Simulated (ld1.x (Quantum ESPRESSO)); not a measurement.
u(r) = r·R(r): atom against pseudo-atom (Al)

Columns: radius, all-electron u(r) and pseudo u(r) of the 3p shell (level -2.79 eV) of aluminium in the configuration [Ne] 3s2 3p1; LDA (PZ), scalar-relativistic, TM scheme, ld1.x (Quantum ESPRESSO) 7.5.

| r (bohr) | all-electron | pseudo |
| --- | --- | --- |
| 0.098 | 0.0727 | -0.0026 |
| 0.195 | 0.1629 | -0.0101 |
| 0.292 | 0.2110 | -0.0224 |
| 0.390 | 0.2161 | -0.0392 |
| 0.488 | 0.1895 | -0.0600 |
| 0.585 | 0.1437 | -0.0837 |
| 0.682 | 0.0869 | -0.1100 |
| 0.780 | 0.0244 | -0.1385 |
| 0.878 | -0.0394 | -0.1686 |
| 0.975 | -0.1012 | -0.1993 |
| 1.072 | -0.1600 | -0.2309 |
| 1.170 | -0.2156 | -0.2634 |
| 1.268 | -0.2666 | -0.2964 |
| 1.365 | -0.3126 | -0.3293 |
| 1.463 | -0.3543 | -0.3624 |
| 1.560 | -0.3910 | -0.3942 |
| 1.658 | -0.4236 | -0.4245 |
| 1.755 | -0.4517 | -0.4518 |
| 1.852 | -0.4757 | -0.4757 |
| 1.950 | -0.4962 | -0.4962 |
| 2.047 | -0.5130 | -0.5130 |
| 2.145 | -0.5267 | -0.5267 |
| 2.242 | -0.5372 | -0.5372 |
| 2.340 | -0.5451 | -0.5451 |
| 2.438 | -0.5504 | -0.5504 |
| 2.535 | -0.5534 | -0.5534 |

**Question.** How many radial nodes do the two functions have?

**Answer.** The all-electron 3p function has n − l − 1 = 1; the pseudo-wave has 0, since the states of the same l below it are removed with the core.

**Question.** At about which radius was the pseudo-wave matched?

**Answer.** 1.95 bohr. The columns agree to 0.0005 from 1.75 bohr on; several derivatives are matched, so the curves merge somewhat inside the radius.

**Question.** Is the pseudo-wave norm-conserving?

**Answer.** Yes: the TM scheme keeps the norm inside the radius equal to the all-electron one, which fixes the energy derivative of the logarithmic derivative at the level.
